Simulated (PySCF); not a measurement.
BeFHSe. Atoms are numbered in the order given.

```xyz
4

Be    -0.0015     1.2278     0.0000
F      0.0009     2.6042     0.0000
Se    -0.0421    -0.8097     0.0000
H      1.4281    -0.8210     0.0000
```
Charge 0, spin multiplicity 1.

Geometry optimised at r2SCAN-D4/def2-TZVP. The values are those of a single conformer.

Level of theory: KT2/pcSseg-2 run with PySCF.

GIAO shieldings, no solvent; atoms alike by connectivity are averaged. δ = σ(ref) − σ: ¹⁹F against CFCl3 (σ = 125.1 ppm); ⁷⁷Se against Me2Se (σ = 1704.9 ppm); ¹H against TMS (σ = 31.47 ppm), references at their B3LYP-D3(BJ)/def2-TZVP geometries, non-relativistic.

| atoms | nucleus | count | δ (ppm) |
|---|---|---|---|
| F2 | ¹⁹F | 1 | -180.5 |
| Se3 | ⁷⁷Se | 1 | ___ |
| H4 | ¹H | 1 | -0.31 |

Task: Some entries are withheld; supply them. (Estimate from the structure and the level; the computed values follow.)

Result: 
- Se3, δ (ppm): -698.7
